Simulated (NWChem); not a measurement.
System: C3H3NOSi; SMILES N#CC1=CO[SiH2]1

The following NWChem deck was run.

```
start job
memory heap 200 mb stack 900 mb global 1100 mb
geometry units angstroms noautosym nocenter noautoz
  N      0.140759    -3.010432     0.000000
  C      0.011298    -1.855303     0.000000
  C     -0.104677    -0.455262     0.000000
  C     -1.202800     0.353361     0.000000
  O     -0.844373     1.655202     0.000000
  Si     0.834038     1.144996     0.000000
  H     -2.273744     0.115383     0.000000
  H      1.538898     1.583079    -1.230312
  H      1.538898     1.583079     1.230312
end
basis spherical
  * library def2-svp
end
dft
  xc pbe0
  iterations 150
end
cosmo
  do_cosmo_smd true
  solvent water
end
task dft energy
```

Excerpt of the output:

```
             Northwest Computational Chemistry Package (NWChem) 7.3.0
             --------------------------------------------------------

                             Geometry "geometry" -> ""
                             -------------------------

 Output coordinates in angstroms (scale by  1.889725989 to convert to a.u.)

  No.       Tag          Charge          X              Y              Z
 ---- ---------------- ---------- -------------- -------------- --------------
    1 N                    7.0000     0.14075900    -3.01043200     0.00000000
    2 C                    6.0000     0.01129800    -1.85530300     0.00000000
    3 C                    6.0000    -0.10467700    -0.45526200     0.00000000
    4 C                    6.0000    -1.20280000     0.35336100     0.00000000
    5 O                    8.0000    -0.84437300     1.65520200     0.00000000
    6 Si                  14.0000     0.83403800     1.14499600     0.00000000
    7 H                    1.0000    -2.27374400     0.11538300     0.00000000
    8 H                    1.0000     1.53889800     1.58307900    -1.23031200
    9 H                    1.0000     1.53889800     1.58307900     1.23031200

 Effective nuclear repulsion energy (a.u.)     248.5311102645

                                 NWChem DFT Module
                                 -----------------

 Summary of "ao basis" -> "ao basis" (spherical)
 ------------------------------------------------------------------------------
       Tag                 Description            Shells   Functions and Types
 ---------------- ------------------------------  ------  ---------------------
 N                          def2-svp                 6       14   3s2p1d
 C                          def2-svp                 6       14   3s2p1d
 O                          def2-svp                 6       14   3s2p1d
 Si                         def2-svp                 8       18   4s3p1d
 H                          def2-svp                 3        5   2s1p

 in cosmo_initialize ...
 calling solv_data for solv:h2o

 solvent parameters
 solvname_short: h2o
 solvname_long:  water
 dielec:       78.4000
 dielecinf:     1.7769
 aqueous SMD model solvent descriptors
 dielec:       78.4000
 sola:          0.8200

          ---------------
          -cosmo- solvent
          ---------------
 Cosmo: York-Karplus, doi: 10.1021/jp992097l
 dielectric constant -eps-     =  78.40
 screen = (eps-1)/(eps    )    =   0.98724
 surface charge correction     = lagrangian

   van der Waals surface
 --------------------------

 ---------- ATOMIC COORDINATES (A.U.) ------------ VDWR(ANG.) --
     1    0.26599594   -5.68889159    0.00000000     1.890
     2    0.02135012   -3.50601430    0.00000000     1.850
     3   -0.19781085   -0.86032043    0.00000000     1.850
     4   -2.27296242    0.66775547    0.00000000     1.850
     5   -1.59563360    3.12787824    0.00000000     1.520
     6    1.57610328    2.16372870    0.00000000     2.470
     7   -4.29675313    0.21804225    0.00000000     1.200
     8    2.90809554    2.99158553   -2.32495256     1.200
     9    2.90809554    2.99158553    2.32495256     1.200
 number of segments per atom =        128
 number of   points per atom =        128
 atom (   nspa,  nppa )
 ----------------------
    1 (     94,     0 )       0
    2 (     56,     0 )       0
    3 (     24,     0 )       0
    4 (     52,     0 )       0
    5 (     42,     0 )       0
    6 (     86,     0 )       0
    7 (     52,     0 )       0
    8 (     33,     0 )       0
    9 (     33,     0 )       0
 number of -cosmo- surface points =      472
 molecular surface =    134.979 angstrom**2
 molecular volume  =    117.829 angstrom**3
 -lineq- algorithm             =   0
 -bem- low  level              =   3
 -bem- from -octahedral-
 gaussian surface charge width =   4.50000
 degree of switching           =   1.00000
 switching function tolerance  =   0.00010
 atomic radii =
 --------------
    1  7.000  1.890
    2  6.000  1.850
    3  6.000  1.850
    4  6.000  1.850
    5  8.000  1.520
    6 14.000  2.470
    7  1.000  1.200
    8  1.000  1.200
    9  1.000  1.200
 ...... end of -cosmo- initialization ......

 nat:                     9
 ixmem:                  4523
 calling mnsol_interface()
 G(SMD-CDS) energy (kcal/mol)  =     5.356
 SMD-CDS SASA (angstrom**2)    =   149.433

            General Information
            -------------------
          SCF calculation type: DFT
          Wavefunction type:  closed shell.
          No. of atoms     :     9
          No. of electrons :    50
           Alpha electrons :    25
            Beta electrons :    25
          Charge           :     0
          Spin multiplicity:     1
          Use of symmetry is: off; symmetry adaption is: off
          Maximum number of iterations: 150
          AO basis - number of functions:   103
                     number of shells:    47
          Convergence on energy requested:  1.00D-06
          Convergence on density requested:  1.00D-05
          Convergence on gradient requested:  5.00D-04

              XC Information
              --------------
                         PBE0 Method XC Functional
                     Hartree-Fock (Exact) Exchange  0.250
          PerdewBurkeErnzerhof Exchange Functional  0.750
            Perdew 1991 LDA Correlation Functional  1.000 local
           PerdewBurkeErnz. Correlation Functional  1.000 non-local

             Grid Information
             ----------------
          Grid used for XC integration:  medium
          Radial quadrature: Mura-Knowles
          Angular quadrature: Lebedev.
          Tag              B.-S. Rad. Rad. Pts. Rad. Cut. Ang. Pts.
          ---              ---------- --------- --------- ---------
          N                   0.65       49          12.0       434
          C                   0.70       49          11.0       434
          O                   0.60       49          11.0       434
          Si                  1.10       88          10.0       590
          H                   0.35       45          11.0       434
          Grid pruning is: on
          Number of quadrature shells:   468
          Spatial weights used:  Erf1

      Superposition of Atomic Density Guess
      -------------------------------------

 Sum of atomic energies:        -532.04614842

      Non-variational initial energy
      ------------------------------

 Total energy =    -535.074781
 1-e energy   =   -1223.820819
 2-e energy   =     440.214928
 HOMO         =      -0.289105
 LUMO         =      -0.023073

   convergence    iter        energy       DeltaE   RMS-Dens  Diis-err
 ---------------- ----- ----------------- --------- --------- ---------
     COSMO gas phase
 d= 0,ls=0.0,diis     1   -534.7309985943 -7.83D+02  1.97D-02  1.05D+00
 d= 0,ls=0.0,diis     2   -534.4237311570  3.07D-01  1.38D-02  3.78D+00
 d= 0,ls=0.0,diis     3   -534.8648105957 -4.41D-01  2.62D-03  9.67D-02
 d= 0,ls=0.0,diis     4   -534.8719445783 -7.13D-03  1.17D-03  3.63D-02
 d= 0,ls=0.0,diis     5   -534.8757240385 -3.78D-03  3.53D-04  1.09D-03
  Resetting Diis
 d= 0,ls=0.0,diis     6   -534.8758587298 -1.35D-04  6.65D-05  3.01D-05
 d= 0,ls=0.0,diis     7   -534.8758622014 -3.47D-06  4.63D-05  4.30D-06
 d= 0,ls=0.0,diis     8   -534.8758611220  1.08D-06  3.00D-05  1.34D-05
 d= 0,ls=0.0,diis     9   -534.8758627562 -1.63D-06  4.06D-06  3.74D-07
 d= 0,ls=0.0,diis    10   -534.8758627955 -3.93D-08  8.67D-07  1.53D-08

   convergence    iter        energy       DeltaE   RMS-Dens  Diis-err
 ---------------- ----- ----------------- --------- --------- ---------
     COSMO solvation phase
 d= 0,ls=0.0,diis     1   -534.8790446712 -3.18D-03  2.28D-03  6.07D-03
 d= 0,ls=0.0,diis     2   -534.8794816089 -4.37D-04  6.79D-04  1.75D-02
 d= 0,ls=0.0,diis     3   -534.8813802713 -1.90D-03  2.79D-04  1.67D-04
 d= 0,ls=0.0,diis     4   -534.8813868162 -6.54D-06  1.09D-04  1.86D-04
 d= 0,ls=0.0,diis     5   -534.8814100596 -2.32D-05  2.83D-05  1.04D-05
 d= 0,ls=0.0,diis     6   -534.8814112227 -1.16D-06  9.41D-06  1.16D-06
 d= 0,ls=0.0,diis     7   -534.8814113473 -1.25D-07  3.49D-06  1.84D-07

         Total DFT energy =     -534.881411347299
      One electron energy =    -1226.452134676684
           Coulomb energy =      496.598661728791
    Exchange-Corr. energy =      -53.329699179927
 Nuclear repulsion energy =      248.531110264549

             COSMO energy =       -0.229349484028

 Numeric. integr. density =       49.999992719362

                                COSMO-SMD solvation results
                                ---------------------------

             internal energy in gas <Psi(g)|H|Psi(g)> =      -534.875862795526
         internal energy in solvent <Psi(s)|H|Psi(s)> =      -534.872922359595
                               delta internal energy  =         0.002940435930 (    1.85 kcal/mol)
   total free energy in solvent <Psi(s)|H+V/2|Psi(s)> =      -534.889945936585
 polarization energy contribution <Psi(s)|V/2|Psi(s)> =        -0.017023576990 (  -10.68 kcal/mol)
    total free energy in solvent including G(SMD-CDS) =      -534.881411347299
                       G(SMD-CDS) energy contribution =         0.008534589287 (    5.36 kcal/mol)
     1 M fixed-concentration free energy of solvation =        -0.005548551773 (   -3.48 kcal/mol)

                       DFT Final Molecular Orbital Analysis
                       ------------------------------------

 Vector   23  Occ=2.000000D+00  E=-3.677531D-01
              MO Center=  9.8D-01,  1.4D+00,  2.4D-09, r^2= 2.7D+00
   Bfn.  Coefficient  Atom+Function         Bfn.  Coefficient  Atom+Function
  ----- ------------  ---------------      ----- ------------  ---------------
    94      0.311417  8 H  s                 99     -0.311417  9 H  s
    80     -0.277052  6 Si pz                62      0.231611  5 O  pz
    95      0.172160  8 H  s                100     -0.172160  9 H  s
    65      0.170272  5 O  pz                83     -0.160093  6 Si pz
    77      0.149903  6 Si pz                48      0.143951  4 C  pz

 Vector   24  Occ=2.000000D+00  E=-3.300691D-01
              MO Center=  1.5D-01, -1.0D+00, -2.9D-09, r^2= 4.2D+00
   Bfn.  Coefficient  Atom+Function         Bfn.  Coefficient  Atom+Function
  ----- ------------  ---------------      ----- ------------  ---------------
     4      0.347829  1 N  px                32      0.283766  3 C  px
    18     -0.229753  2 C  px                 7     -0.221206  1 N  px
    35      0.210780  3 C  px                79     -0.185546  6 Si py
    46     -0.182342  4 C  px                21     -0.169041  2 C  px
    89      0.138821  7 H  s                 78     -0.109762  6 Si px

 Vector   25  Occ=2.000000D+00  E=-2.719550D-01
              MO Center= -3.6D-01, -3.8D-01,  1.9D-09, r^2= 3.6D+00
   Bfn.  Coefficient  Atom+Function         Bfn.  Coefficient  Atom+Function
  ----- ------------  ---------------      ----- ------------  ---------------
    34      0.379126  3 C  pz                37      0.346781  3 C  pz
    62     -0.329990  5 O  pz                 6      0.280060  1 N  pz
    65     -0.274919  5 O  pz                48      0.245197  4 C  pz
     9     -0.197260  1 N  pz                51      0.131586  4 C  pz
    23     -0.091364  2 C  pz                20     -0.083719  2 C  pz

 Vector   26  Occ=0.000000D+00  E=-4.535027D-02
              MO Center= -6.1D-01, -2.9D-01,  7.7D-10, r^2= 3.6D+00
   Bfn.  Coefficient  Atom+Function         Bfn.  Coefficient  Atom+Function
  ----- ------------  ---------------      ----- ------------  ---------------
    51      0.552017  4 C  pz                48      0.492835  4 C  pz
    37     -0.303522  3 C  pz                83     -0.270527  6 Si pz
     9      0.266363  1 N  pz                 6     -0.245683  1 N  pz
    34     -0.236242  3 C  pz                65     -0.219055  5 O  pz
    62     -0.211223  5 O  pz                95     -0.211843  8 H  s

 Vector   27  Occ=0.000000D+00  E=-1.720928D-02
              MO Center=  9.4D-01,  8.1D-01, -3.3D-10, r^2= 4.0D+00
   Bfn.  Coefficient  Atom+Function         Bfn.  Coefficient  Atom+Function
  ----- ------------  ---------------      ----- ------------  ---------------
    82      0.818479  6 Si py                31      0.707133  3 C  s
    81     -0.452123  6 Si px                59     -0.414384  5 O  s
    74     -0.362624  6 Si s                 79      0.260256  6 Si py
    50      0.188010  4 C  py                35      0.185518  3 C  px
    17     -0.174882  2 C  s                 78     -0.164760  6 Si px

 Vector   28  Occ=0.000000D+00  E= 2.128813D-02
              MO Center=  2.2D-01, -1.1D+00, -5.0D-10, r^2= 4.8D+00
   Bfn.  Coefficient  Atom+Function         Bfn.  Coefficient  Atom+Function
  ----- ------------  ---------------      ----- ------------  ---------------
    45      0.753524  4 C  s                 81      0.669723  6 Si px
     7     -0.449886  1 N  px                21      0.401615  2 C  px
    73     -0.374085  6 Si s                 18      0.370366  2 C  px
     4      0.361748  1 N  px                31     -0.333872  3 C  s
    35      0.282166  3 C  px                59      0.237500  5 O  s

     Multipole analysis of the density
     ---------------------------------

     L   x y z        total         alpha         beta         nuclear
     -   - - -        -----         -----         ----         -------
     0   0 0 0     -0.000000    -25.000000    -25.000000     50.000000

     1   1 0 0      0.125959      1.070355      1.070355     -2.014752
     1   0 1 0      1.971918      1.234597      1.234597     -0.497276
     1   0 0 1     -0.000000     -0.000000     -0.000000      0.000000

     2   2 0 0    -25.746719    -73.999788    -73.999788    122.252857
     2   1 1 0      3.551806     -0.799860     -0.799860      5.151525
     2   1 0 1      0.000000      0.000000      0.000000      0.000000
     2   0 2 0    -44.352482   -256.762899   -256.762899    469.173316
     2   0 1 1     -0.000000     -0.000000     -0.000000      0.000000
     2   0 0 2    -30.703355    -20.757082    -20.757082     10.810809
```

Level: PBE0/def2-SVP, SMD on the gas-phase geometry. Structure relaxed at the PBE0/def2-SVP level. Solvent: water.
